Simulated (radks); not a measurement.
Results of a calculation; reference values are marked as such.
Species: the ruthenium ion Ru3+. Configuration: [Kr] 4d5.

Level of theory: scalar-relativistic Kohn-Sham, LDA (Slater exchange, Perdew-Wang correlation), spin-unpolarised, spherical densities, finite nucleus; Fermi nuclear charge, rms radius 4.4809 fm (a radial shooting solver on a logarithmic mesh with Libxc functionals).

Energy parts (hartree):
| part | energy |
|---|---|
| total | -4524.11298 |
| kinetic | 4677.01488 |
| electron-nucleus | -10865.34701 |
| Hartree | 1791.97318 |
| exchange-correlation | -127.75404 |

Orbitals (lengths in bohr, moments of r in powers of bohr; r(max) is where P^2 peaks; r(90%) holds 90 % of the orbital's charge):
orbital,occ.,eigenvalue (hartree),<1/r>,r(90%),<r^4>,r(max)
1s,2,-806.4007,45.82,0.0600,5.930e-06,0.02174
2s,2,-117.1008,10.36,0.225,0.001080,0.1231
2p,6,-105.0911,10.05,0.207,0.0007722,0.09825
3s,2,-21.67742,3.589,0.595,0.05353,0.3621
3p,6,-17.73050,3.420,0.609,0.05812,0.3551
3d,10,-11.35874,3.194,0.612,0.05968,0.3005
4s,2,-4.08393,1.361,1.47,1.997,0.9104
4p,6,-2.97069,1.220,1.64,3.071,0.9759
4d,5,-1.38063,0.9186,2.23,10.49,1.169

The highest occupied level is 4d at -37.569 eV. Summed over all electrons, <r^2> = 26.39 bohr^2, which gives a Langevin (diamagnetic) susceptibility term of -20.9 x 10^-6 cm^3/mol. The electron density at the nucleus is 1.12e+05 e/bohr^3 (large components only). The density falls to 0.001 e/bohr^3 at r = 3.23 bohr. For comparison, the ionisation energy in NIST's Atomic Spectra Database is 45 eV (theoretical). In exact Kohn-Sham theory the highest level is minus the ionisation energy, but local and semilocal functionals leave it too shallow, through self-interaction and a potential that decays too fast; potentials with the right tail come closer.

Beside tabulated values, note that spin-unpolarised runs miss the spin-polarisation part of the exchange energy of open shells.
